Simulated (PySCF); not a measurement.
BHClBr, SMILES ClBBr.

Geometry: PBE-D3(BJ)/def2-TZVP.

Vertical ionisation energy (IE) and electron affinity (EA) in eV. Rows of orbital energies are one-electron estimates. Where ΔSCF, EOM or ADC give a negative EA the extra electron is unbound and the value depends on the basis.

```tsv
level	IE	EA
−ε(HOMO), −ε(LUMO), r2SCAN/def2-TZVPD (PySCF)	7.69	2.61
ADC(2)/aug-cc-pVDZ (PySCF)	…	…
```

### Question
Some entries are withheld; supply them. (An estimate is asked for; the answer gives what the named calculation found.)

### Answer

- ADC(2)/aug-cc-pVDZ (PySCF), IE: 10.74
- ADC(2)/aug-cc-pVDZ (PySCF), EA: -1.01

### Question
Beyond the first one, list the lowest photoelectron lines from ADC(2)/aug-cc-pVDZ (PySCF) with their pole strengths (two spins summed). (Estimate from the structure and the level; the computed values follow.)

### Answer
11.23 eV (1.83), 11.37 eV (1.81), 12.91 eV (1.81), 13.97 eV (1.80), 14.65 eV (1.79).
